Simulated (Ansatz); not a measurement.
Cost and result for the atomization energy of `CN[SiH](F)Br` (10 atoms, 9 bonds).

```tsv
atom	x (Å)	y (Å)	z (Å)
C1	-1.1304	0.7777	0.3889
N2	0.1413	0.5733	-0.2744
Si3	1.0286	-0.8510	-0.3873
F4	0.3642	-1.9600	-1.3205
Br5	1.1720	-1.8314	1.5914
H6	-1.1091	1.6754	1.0124
H7	-1.9594	0.8648	-0.3204
H8	-1.3404	-0.0681	1.0454
H9	0.4702	1.3637	-0.8055
H10	2.3630	-0.5446	-0.9300
```

Total charge 0; spin multiplicity 1. Correlated methods include outer-core shells of Br, which these sets cover unevenly. Scalar relativity is left out up to krypton. The structure was optimised at the PBE0-D4/def2-TZVP level. It is one conformer, not always the lowest. Program: Ansatz. All runs use 4 threads of an Arm Neoverse V1 on a shared host. Times are those of one run each, without the atoms' runs, and a repeat can differ threefold. Electronic energies, without spin–orbit coupling; frozen cores. CCSD(T)/CBS adds CCSD(T) − MP2 in def2-TZVPP to the MP2 limit, and its time is that of the two runs behind it. T1 = 0.009. With those shells the extrapolation isn't a true limit. B3LYP takes the VWN-RPA correlation (the form of Gaussian; ORCA's B3LYP/G).

CCSD(T)/CBS is a level of theory with its own doubt, some kJ/mol a heavy atom from the limit and from the frozen cores, so smaller differences don't rank the functionals.

```
                             level  functions  wall time
   PBE-D4/def2-TZVPP (with forces)        253      3.1 s
                PBE0-D4/def2-TZVPP        253      4.1 s
r2SCAN-D4/def2-TZVPP (with forces)        253        6 s
 B3LYP-D4/def2-TZVPP (with forces)        253        6 s
                 B2PLYP/def2-TZVPP        253      7.5 s
                ωB97X-V/def2-TZVPP        253       10 s
  ωB97M-V/def2-TZVPP (with forces)        253       15 s
                    MP2/def2-QZVPP        480       30 s
                CCSD(T)/def2-TZVPP        253    4.9 min
                 CCSD(T)/CBS(def2)          –    5.4 min
```

(1) What atomization energy does each give, and how far from CCSD(T)/CBS? (Best estimate.)

## Answers

(1) Ansatz gave: 
```tsv
level	atomization (kJ/mol)	difference from CCSD(T)/CBS	per bond
PBE-D4/def2-TZVPP (with forces)	3695.1	34.0	3.8
PBE0-D4/def2-TZVPP	3634.4	-26.7	-3.0
r2SCAN-D4/def2-TZVPP (with forces)	3643.9	-17.2	-1.9
B3LYP-D4/def2-TZVPP (with forces)	3638.5	-22.6	-2.5
B2PLYP/def2-TZVPP	3603.0	-58.1	-6.5
ωB97X-V/def2-TZVPP	3660.3	-0.8	-0.1
ωB97M-V/def2-TZVPP (with forces)	3654.6	-6.5	-0.7
MP2/def2-QZVPP	3686.1	25.0	2.8
CCSD(T)/def2-TZVPP	3544.6	-116.5	-12.9
CCSD(T)/CBS(def2)	3661.1	0.0	0.0
```

The D4 term adds +37.7 kJ/mol with B3LYP and +19.8 kJ/mol with PBE0; it sums over pairs of atoms, weighted by their polarisabilities, and B3LYP, whose exchange is more repulsive, gets the larger term. From PBE to PBE0 (25 % exact exchange), in def2-TZVPP and without D4, the atomization energy moves by −57.2 kJ/mol: exact exchange takes away binding that semilocal exchange gives to molecules. In def2-TZVPP, CCSD(T) changes the Hartree–Fock value by +896.0 kJ/mol (the triples alone add +51.8 kJ/mol) and MP2 by +967.6 kJ/mol; breaking electron pairs costs correlation energy, which Hartree–Fock lacks.
